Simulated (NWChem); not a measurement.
System: GeSiH6O2; SMILES O[SiH2][O][GeH3]

Input file for NWChem:

```
start job
memory heap 200 mb stack 900 mb global 1100 mb
geometry units angstroms noautoz
  O      0.872669    -2.282499     0.383496
  Si    -0.577484    -1.662992    -0.140721
  O     -0.432462    -0.113015    -0.694390
  Ge     0.034615     1.441840     0.040717
  H      1.538662    -2.449508    -0.289838
  H     -1.120175    -2.456153    -1.279854
  H     -1.460821    -1.720831     1.054947
  H     -0.719600     2.524093    -0.744164
  H      1.556756     1.607621    -0.107181
  H     -0.376847     1.434964     1.525234
end
basis spherical
  * library sto-3g
end
dft
  xc xpbe96 cpbe96
  iterations 150
  mulliken
end
task dft energy
```

Parts of the log:

```
             Northwest Computational Chemistry Package (NWChem) 7.3.0
             --------------------------------------------------------

 C1  symmetry detected

                             Geometry "geometry" -> ""
                             -------------------------

 Output coordinates in angstroms (scale by  1.889725989 to convert to a.u.)

  No.       Tag          Charge          X              Y              Z
 ---- ---------------- ---------- -------------- -------------- --------------
    1 O                    8.0000     1.04394712     2.31262025     0.03904466
    2 Si                  14.0000    -0.49173677     1.70583524    -0.14809980
    3 O                    8.0000    -0.62531257     0.15702950     0.41169278
    4 Ge                  32.0000     0.11045876    -1.40409306    -0.03289039
    5 H                    1.0000     1.33540589     2.47739162     0.94055424
    6 H                    1.0000    -1.48378153     2.50743638     0.62295448
    7 H                    1.0000    -0.73932330     1.76544037    -1.61384183
    8 H                    1.0000    -0.92591355    -2.47768516     0.32694628
    9 H                    1.0000     1.40027800    -1.58044905     0.78658217
   10 H                    1.0000     0.41389252    -1.40004778    -1.54320512

 Effective nuclear repulsion energy (a.u.)     356.9531124080

  pbe96 is a nonlocal functional; adding pw91lda local functional.

                                 NWChem DFT Module
                                 -----------------

 Summary of "ao basis" -> "ao basis" (spherical)
 ------------------------------------------------------------------------------
       Tag                 Description            Shells   Functions and Types
 ---------------- ------------------------------  ------  ---------------------
 O                           sto-3g                  3        5   2s1p
 Si                          sto-3g                  5        9   3s2p
 Ge                          sto-3g                  8       18   4s3p1d
 H                           sto-3g                  1        1   1s

            General Information
            -------------------
          SCF calculation type: DFT
          Wavefunction type:  closed shell.
          No. of atoms     :    10
          No. of electrons :    68
           Alpha electrons :    34
            Beta electrons :    34
          Charge           :     0
          Spin multiplicity:     1
          Use of symmetry is: off; symmetry adaption is: off
          Maximum number of iterations: 150
          AO basis - number of functions:    43
                     number of shells:    25
          Convergence on energy requested:  1.00D-06
          Convergence on density requested:  1.00D-05
          Convergence on gradient requested:  5.00D-04

              XC Information
              --------------
          PerdewBurkeErnzerhof Exchange Functional  1.000
            Perdew 1991 LDA Correlation Functional  1.000 local
           PerdewBurkeErnz. Correlation Functional  1.000 non-local

             Grid Information
             ----------------
          Grid used for XC integration:  medium
          Radial quadrature: Mura-Knowles
          Angular quadrature: Lebedev.
          Tag              B.-S. Rad. Rad. Pts. Rad. Cut. Ang. Pts.
          ---              ---------- --------- --------- ---------
          O                   0.60       49          10.0       434
          Si                  1.10       88          11.0       590
          Ge                  1.25      112          11.0       590
          H                   0.35       45          12.0       434
          Grid pruning is: on
          Number of quadrature shells:   568
          Spatial weights used:  Erf1

      Superposition of Atomic Density Guess
      -------------------------------------

 Sum of atomic energies:       -2487.42753068

      Non-variational initial energy
      ------------------------------

 Total energy =   -2487.273932
 1-e energy   =   -4208.369275
 2-e energy   =    1364.142230
 HOMO         =      -0.206165
 LUMO         =       0.329067

     ---------------------------------------------
      Total Density - Mulliken Population Analysis
     ---------------------------------------------

    Atom       Charge   Shell Charges
 -----------   ------   -------------------------------------------------------
    1 O    8     8.85   2.00  1.83  5.03
    2 Si  14    12.60   2.00  1.99  5.88  1.12  1.62
    3 O    8     8.98   2.00  1.84  5.14
    4 Ge  32    31.05   2.00  2.00  6.00  2.00  5.93  1.22  1.94  9.96
    5 H    1     0.64   0.64
    6 H    1     1.21   1.21
    7 H    1     1.21   1.21
    8 H    1     1.15   1.15
    9 H    1     1.15   1.15
   10 H    1     1.15   1.15

   convergence    iter        energy       DeltaE   RMS-Dens  Diis-err
 ---------------- ----- ----------------- --------- --------- ---------
 d= 0,ls=0.0,diis     1  -2490.2491420601 -2.85D+03  7.19D-02  1.00D+00
 d= 0,ls=0.0,diis     2  -2489.9866693609  2.62D-01  4.64D-02  3.07D+00
 d= 0,ls=0.0,diis     3  -2490.4345251074 -4.48D-01  1.34D-02  9.82D-02
 d= 0,ls=0.0,diis     4  -2490.4447125862 -1.02D-02  5.45D-03  4.34D-02
 d= 0,ls=0.0,diis     5  -2490.4515403041 -6.83D-03  1.04D-03  8.54D-04
  Resetting Diis
 d= 0,ls=0.0,diis     6  -2490.4517098002 -1.69D-04  2.13D-04  4.00D-05
 d= 0,ls=0.0,diis     7  -2490.4517174317 -7.63D-06  9.09D-05  1.79D-06
 d= 0,ls=0.0,diis     8  -2490.4517171843  2.47D-07  5.29D-05  3.20D-06
 d= 0,ls=0.0,diis     9  -2490.4517177626 -5.78D-07  7.77D-06  7.23D-08

         Total DFT energy =    -2490.451717762563
      One electron energy =    -4197.929819627834
           Coulomb energy =     1470.163717703574
    Exchange-Corr. energy =     -119.638728246336
 Nuclear repulsion energy =      356.953112408033

 Numeric. integr. density =       68.000004977114

                       DFT Final Molecular Orbital Analysis
                       ------------------------------------

 Vector   32  Occ=2.000000D+00  E=-9.177838D-02
              MO Center=  6.2D-01,  1.3D+00,  5.2D-02, r^2= 3.6D+00
   Bfn.  Coefficient  Atom+Function         Bfn.  Coefficient  Atom+Function
  ----- ------------  ---------------      ----- ------------  ---------------
     4      0.692072   1 O  py                3     -0.390481   1 O  px
    35     -0.358682   4 Ge d  0             37     -0.261424   4 Ge d  2
    39     -0.234611   6 H  s                16      0.181140   3 O  s
    30      0.151764   4 Ge px               13      0.139314   2 Si py
    31     -0.138084   4 Ge py               18      0.110603   3 O  py

 Vector   33  Occ=2.000000D+00  E=-6.704268D-02
              MO Center= -5.9D-02, -1.1D-01,  1.1D-01, r^2= 2.9D+00
   Bfn.  Coefficient  Atom+Function         Bfn.  Coefficient  Atom+Function
  ----- ------------  ---------------      ----- ------------  ---------------
    19      0.507914   3 O  pz               35     -0.466866   4 Ge d  0
     4     -0.407310   1 O  py               17     -0.300399   3 O  px
    37     -0.221976   4 Ge d  2             34     -0.211522   4 Ge d -1
    16      0.175211   3 O  s                40      0.171732   7 H  s
    36     -0.170476   4 Ge d  1             33      0.151369   4 Ge d -2

 Vector   34  Occ=2.000000D+00  E=-6.068016D-02
              MO Center= -1.6D-01, -3.2D-01,  1.9D-01, r^2= 2.1D+00
   Bfn.  Coefficient  Atom+Function         Bfn.  Coefficient  Atom+Function
  ----- ------------  ---------------      ----- ------------  ---------------
    17      0.554004   3 O  px               19      0.408592   3 O  pz
    33     -0.361674   4 Ge d -2             37      0.314311   4 Ge d  2
    36     -0.291645   4 Ge d  1              4      0.192431   1 O  py
     3      0.178479   1 O  px               42     -0.162284   9 H  s
    34     -0.161454   4 Ge d -1             18      0.147758   3 O  py

 Vector   35  Occ=0.000000D+00  E= 1.631011D-01
              MO Center= -2.7D-01, -9.2D-02,  1.3D-01, r^2= 2.9D+00
   Bfn.  Coefficient  Atom+Function         Bfn.  Coefficient  Atom+Function
  ----- ------------  ---------------      ----- ------------  ---------------
    16      0.748095   3 O  s                31     -0.616623   4 Ge py
    29     -0.555323   4 Ge s                11     -0.500961   2 Si s
    13      0.343040   2 Si py               17      0.316322   3 O  px
    19     -0.301098   3 O  pz               39      0.298530   6 H  s
    30      0.295496   4 Ge px               32     -0.212420   4 Ge pz

 Vector   36  Occ=0.000000D+00  E= 2.386620D-01
              MO Center=  3.6D-01, -1.9D+00, -2.0D-01, r^2= 2.2D+00
   Bfn.  Coefficient  Atom+Function         Bfn.  Coefficient  Atom+Function
  ----- ------------  ---------------      ----- ------------  ---------------
    29      1.033786   4 Ge s                43     -0.714437  10 H  s
    42     -0.695666   9 H  s                41     -0.679022   8 H  s
    31     -0.545092   4 Ge py               30      0.258731   4 Ge px
    32     -0.167663   4 Ge pz               27      0.129957   4 Ge py
    25     -0.103811   4 Ge s                33      0.080728   4 Ge d -2

 Vector   37  Occ=0.000000D+00  E= 2.421820D-01
              MO Center=  2.8D-01,  1.9D+00,  7.6D-02, r^2= 2.6D+00
   Bfn.  Coefficient  Atom+Function         Bfn.  Coefficient  Atom+Function
  ----- ------------  ---------------      ----- ------------  ---------------
     2      0.746728   1 O  s                11     -0.739073   2 Si s
    38     -0.573549   5 H  s                12     -0.498175   2 Si px
     3     -0.408747   1 O  px               40      0.405011   7 H  s
     5      0.364110   1 O  pz               13     -0.357170   2 Si py
    39      0.280899   6 H  s                31      0.237994   4 Ge py

     ---------------------------------------------
      Total Density - Mulliken Population Analysis
     ---------------------------------------------

[...]
```

Level: PBE/STO-3G. Structure relaxed at the PBE0/def2-SVP level.
